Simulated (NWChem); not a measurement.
System: C₂H₇AlO; SMILES [OH][Al]([CH3])[CH3]

Input file for NWChem:

```
start job
memory heap 200 mb stack 900 mb global 1100 mb
geometry units angstroms noautoz
  Al    -0.003441     0.006224     0.070782
  C     -1.692776    -0.118066    -0.894291
  H     -2.548084    -0.206020    -0.206644
  H     -1.710571    -0.989363    -1.570894
  H     -1.859908     0.769779    -1.527943
  C      1.739204     0.115662    -0.816957
  H      1.925676    -0.790555    -1.419295
  H      2.587942     0.231599    -0.124456
  H      1.767213     0.963907    -1.522566
  O     -0.131049     0.012427     1.779110
  H      0.604475     0.071238     2.390407
end
basis spherical
  * library 6-31g*
end
dft
  xc xpbe96 cpbe96
  iterations 200
end
task dft gradient
```

Parts of the log:

```
             Northwest Computational Chemistry Package (NWChem) 7.3.0
             --------------------------------------------------------

 C1  symmetry detected

                             Geometry "geometry" -> ""
                             -------------------------

 Output coordinates in angstroms (scale by  1.889725989 to convert to a.u.)

  No.       Tag          Charge          X              Y              Z
 ---- ---------------- ---------- -------------- -------------- --------------
    1 Al                  13.0000     0.04802614    -0.00447524     0.00051624
    2 C                    6.0000    -0.99657815    -1.65052129    -0.00042924
    3 H                    1.0000    -0.35089045    -2.54153998    -0.03674931
    4 H                    1.0000    -1.68404691    -1.69449264    -0.86224127
    5 H                    1.0000    -1.62628076    -1.72741815     0.90249834
    6 C                    6.0000    -0.75569289     1.78183504     0.00017017
    7 H                    1.0000    -1.35985091     1.93556546    -0.91096767
    8 H                    1.0000    -0.02281379     2.60253437     0.05209376
    9 H                    1.0000    -1.44862057     1.90018621     0.85107109
   10 O                    8.0000     1.74844795    -0.21249339    -0.00046576
   11 H                    1.0000     2.39420615     0.49540743     0.00286436

 Effective nuclear repulsion energy (a.u.)     153.9206350640

  pbe96 is a nonlocal functional; adding pw91lda local functional.

                                 NWChem DFT Module
                                 -----------------

 Summary of "ao basis" -> "ao basis" (spherical)
 ------------------------------------------------------------------------------
       Tag                 Description            Shells   Functions and Types
 ---------------- ------------------------------  ------  ---------------------
 Al                          6-31g*                  8       18   4s3p1d
 C                           6-31g*                  6       14   3s2p1d
 H                           6-31g*                  2        2   2s
 O                           6-31g*                  6       14   3s2p1d

            General Information
            -------------------
          SCF calculation type: DFT
          Wavefunction type:  closed shell.
          No. of atoms     :    11
          No. of electrons :    40
           Alpha electrons :    20
            Beta electrons :    20
          Charge           :     0
          Spin multiplicity:     1
          Use of symmetry is: off; symmetry adaption is: off
          Maximum number of iterations: 200
          AO basis - number of functions:    74
                     number of shells:    40
          Convergence on energy requested:  1.00D-06
          Convergence on density requested:  1.00D-05
          Convergence on gradient requested:  5.00D-04

              XC Information
              --------------
          PerdewBurkeErnzerhof Exchange Functional  1.000
            Perdew 1991 LDA Correlation Functional  1.000 local
           PerdewBurkeErnz. Correlation Functional  1.000 non-local

             Grid Information
             ----------------
          Grid used for XC integration:  medium
          Radial quadrature: Mura-Knowles
          Angular quadrature: Lebedev.
          Tag              B.-S. Rad. Rad. Pts. Rad. Cut. Ang. Pts.
          ---              ---------- --------- --------- ---------
          Al                  1.25       88           8.0       590
          C                   0.70       49          11.0       434
          H                   0.35       45          12.0       434
          O                   0.60       49          10.0       434
          Grid pruning is: on
          Number of quadrature shells:   550
          Spatial weights used:  Erf1

      Superposition of Atomic Density Guess
      -------------------------------------

 Sum of atomic energies:        -395.42113900

      Non-variational initial energy
      ------------------------------

 Total energy =    -397.045228
 1-e energy   =    -849.297246
 2-e energy   =     298.331382
 HOMO         =      -0.329362
 LUMO         =       0.006674

   convergence    iter        energy       DeltaE   RMS-Dens  Diis-err
 ---------------- ----- ----------------- --------- --------- ---------
 d= 0,ls=0.0,diis     1   -397.6891340607 -5.52D+02  2.20D-02  7.89D-01
 d= 0,ls=0.0,diis     2   -397.3241198927  3.65D-01  1.68D-02  4.10D+00
 d= 0,ls=0.0,diis     3   -397.7631951317 -4.39D-01  3.23D-03  8.72D-02
 d= 0,ls=0.0,diis     4   -397.7702761555 -7.08D-03  1.43D-03  2.41D-02
 d= 0,ls=0.0,diis     5   -397.7734132200 -3.14D-03  2.52D-04  6.27D-04
  Resetting Diis
 d= 0,ls=0.0,diis     6   -397.7734930934 -7.99D-05  7.35D-05  2.58D-05
 d= 0,ls=0.0,diis     7   -397.7734958693 -2.78D-06  5.69D-05  5.43D-06
 d= 0,ls=0.0,diis     8   -397.7734941533  1.72D-06  3.57D-05  1.93D-05
 d= 0,ls=0.0,diis     9   -397.7734965811 -2.43D-06  4.54D-06  2.21D-07
 d= 0,ls=0.0,diis    10   -397.7734966020 -2.09D-08  1.36D-06  2.46D-08

         Total DFT energy =     -397.773496602016
      One electron energy =     -854.404843931251
           Coulomb energy =      343.141168722450
    Exchange-Corr. energy =      -40.430456457181
 Nuclear repulsion energy =      153.920635063967

 Numeric. integr. density =       39.999991656734

                       DFT Final Molecular Orbital Analysis
                       ------------------------------------

 Vector   18  Occ=2.000000D+00  E=-2.562359D-01
              MO Center=  7.1D-01, -5.4D-01,  1.2D-03, r^2= 3.1D+00
   Bfn.  Coefficient  Atom+Function         Bfn.  Coefficient  Atom+Function
  ----- ------------  ---------------      ----- ------------  ---------------
    62     -0.355164  10 O  py               61      0.324322  10 O  px
    66     -0.253662  10 O  py               22      0.232104   2 C  py
     7     -0.220840   1 Al px               65      0.216004  10 O  px
    21      0.142645   2 C  px               26      0.137348   2 C  py
     8     -0.125139   1 Al py                3      0.109158   1 Al px

 Vector   19  Occ=2.000000D+00  E=-2.509004D-01
              MO Center=  1.6D+00, -1.8D-01, -1.2D-03, r^2= 1.0D+00
   Bfn.  Coefficient  Atom+Function         Bfn.  Coefficient  Atom+Function
  ----- ------------  ---------------      ----- ------------  ---------------
    63      0.599894  10 O  pz               67      0.454416  10 O  pz
     9      0.132484   1 Al pz               13      0.104748   1 Al pz
     5     -0.060866   1 Al pz               17     -0.056700   1 Al d  1
    38     -0.044599   5 H  s                36      0.043556   4 H  s
    54      0.043053   7 H  s                58     -0.040385   9 H  s

 Vector   20  Occ=2.000000D+00  E=-2.215632D-01
              MO Center= -3.8D-01,  1.9D-01,  1.9D-04, r^2= 3.8D+00
   Bfn.  Coefficient  Atom+Function         Bfn.  Coefficient  Atom+Function
  ----- ------------  ---------------      ----- ------------  ---------------
    42      0.318535   6 C  py                8     -0.274778   1 Al py
    22      0.264529   2 C  py               46      0.221973   6 C  py
    62      0.200889  10 O  py               26      0.178781   2 C  py
    41     -0.153105   6 C  px               44     -0.153595   6 C  s
    21      0.149131   2 C  px               66      0.147542  10 O  py

 Vector   21  Occ=0.000000D+00  E=-1.809570D-02
              MO Center=  7.5D-02,  3.0D-03,  1.2D-02, r^2= 4.2D+00
   Bfn.  Coefficient  Atom+Function         Bfn.  Coefficient  Atom+Function
  ----- ------------  ---------------      ----- ------------  ---------------
    13      0.645004   1 Al pz                9      0.520163   1 Al pz
    67     -0.237833  10 O  pz               63     -0.236025  10 O  pz
    54      0.211257   7 H  s                58     -0.199049   9 H  s
    38     -0.196598   5 H  s                36      0.191377   4 H  s
     5     -0.181328   1 Al pz               53      0.082855   7 H  s

 Vector   22  Occ=0.000000D+00  E=-4.856380D-03
              MO Center=  3.4D-01,  2.6D-01, -1.1D-02, r^2= 5.6D+00
   Bfn.  Coefficient  Atom+Function         Bfn.  Coefficient  Atom+Function
  ----- ------------  ---------------      ----- ------------  ---------------
    10      1.287115   1 Al s                44     -0.740363   6 C  s
    24     -0.614129   2 C  s                64     -0.483554  10 O  s
    74      0.221355  11 H  s                38      0.192841   5 H  s
    36      0.184940   4 H  s                54      0.182782   7 H  s
    58      0.180004   9 H  s                46      0.168587   6 C  py

[...]

                         DFT ENERGY GRADIENTS

    atom               coordinates                        gradient
                 x          y          z           x          y          z
   1 Al      0.090756  -0.008457   0.000976    0.005037  -0.003205  -0.000021
   2 C      -1.883260  -3.119033  -0.000811    0.001499   0.003014  -0.000047
   3 H      -0.663087  -4.802814  -0.069446   -0.000477   0.001295   0.000053
   4 H      -3.182387  -3.202127  -1.629400    0.000690   0.000266   0.001139
   5 H      -3.073225  -3.264347   1.705475    0.000636   0.000333  -0.001159
   6 C      -1.428052   3.367180   0.000322    0.001610  -0.003047   0.000067
   7 H      -2.569746   3.657688  -1.721479    0.000622  -0.000380   0.001260
   8 H      -0.043112   4.918077   0.098443   -0.000677  -0.001187  -0.000080
   9 H      -2.737496   3.590831   1.608291    0.000730  -0.000307  -0.001227
  10 O       3.304088  -0.401554  -0.000880   -0.002680   0.014230   0.000072
  11 H       4.524394   0.936184   0.005413   -0.006989  -0.011013  -0.000058
```

Level: PBE/6-31G* (spherical d). Coordinates come from a PBE0/def2-SVP optimisation.
